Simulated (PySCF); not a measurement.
## Sulfur: a sound run and one with changed settings

Sound run: S²⁺ [Ne] 3s2 3p2, S³⁺ [Ne] 3s2 3p1. Calculation: PySCF 2.14, in aug-cc-pVDZ-DK (5s4p2d, 27 functions); the spin-free X2C one-electron Hamiltonian (Gaussian nucleus). In the sound run the correlated levels freeze [Ne]. The sound run starts from symmetry-adapted Hartree-Fock orbitals and uses a fine grid where one is needed.

Changed run: basis STO-3G, all-electron and non-relativistic. This setting is unsound on purpose.

```
species   method  sound run (hartree)  changed run (hartree)  converged
    S²⁺      UHF           -397.40529             -392.09347        yes
    S²⁺   r2SCAN           -397.92104             -392.53830        yes
    S²⁺     TPSS           -397.97555             -392.56850        yes
    S²⁺      MP2           -397.45833             -392.10181        yes
    S²⁺  CCSD(T)           -397.48063             -392.10822        yes
    S³⁺      UHF           -396.15056             -390.80108        yes
    S³⁺   r2SCAN           -396.63448             -391.21270        yes
    S³⁺     TPSS           -396.69347             -391.24590        yes
    S³⁺      MP2           -396.19205             -390.81823        yes
    S³⁺  CCSD(T)           -396.21300             -390.83050        yes
```

Ionisation energy of S²⁺:

```tsv
method	sound run (eV)	changed run (eV)
UHF	34.143	35.168
r2SCAN	35.009	36.071
TPSS	34.887	35.990
MP2	34.457	34.928
SCS-MP2	34.378	34.880
CCSD	34.485	34.768
CCSD(T)	34.494	34.768
```

A minimal basis cannot let orbitals breathe on ionisation and holds almost no correlation. The Hamiltonian changed with the basis, so the totals do not compare.

For comparison, NIST gives 34.86 ± 0.04 eV between the lowest levels.
